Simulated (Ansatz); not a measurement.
The cluster Na3Li⁻. Charge -1, multiplicity 2. Geometry PBE0/def2-TZVPD; atoms count from 1.

```xyz
4

Li    2.644   -1.093   -0.061
Na    0.123    0.165   -1.769
Na   -2.807    1.160    0.065
Na    0.040   -0.232    1.764
```

The charge -1 doublet is spin-contaminated (final ⟨S²⟩ up to 0.88, 0.75 for a pure state). Another isomer (doublet) lies 0.09 eV lower at PBE0/def2-TZVPD; other spin states weren't run for this one.

**Question.** Estimate the Mulliken populations from the PBE0/def2-TZVPD orbitals of Ansatz.

**Answer.** 
```json
{"atom": "Li1", "charge (e)": "-0.21", "spin (α − β)": "0.23"}
{"atom": "Na2", "charge (e)": "-0.22", "spin (α − β)": "0.47"}
{"atom": "Na3", "charge (e)": "-0.34", "spin (α − β)": "-0.17"}
{"atom": "Na4", "charge (e)": "-0.22", "spin (α − β)": "0.47"}
```
Mulliken values and Mayer orders depend strongly on the basis. With diffuse functions, as here, like atoms can get unlike values, and bond orders can come out too low or too high.

**Question.** Where does the spin sit?

**Answer.** Summed by element: Li 0.23, Na 0.77, of 1 unpaired in all. Largest on single atoms: Na2 0.47, Na4 0.47, Li1 0.23.

**Question.** And the Mayer bond orders between bonded heavy atoms (over 0.3)?

**Answer.** Li1–Na2 0.56 (3.30 Å); Li1–Na4 0.56 (3.30 Å); Na2–Na3 0.49 (3.60 Å); Na2–Na4 0.52 (3.56 Å); Na3–Na4 0.49 (3.60 Å).
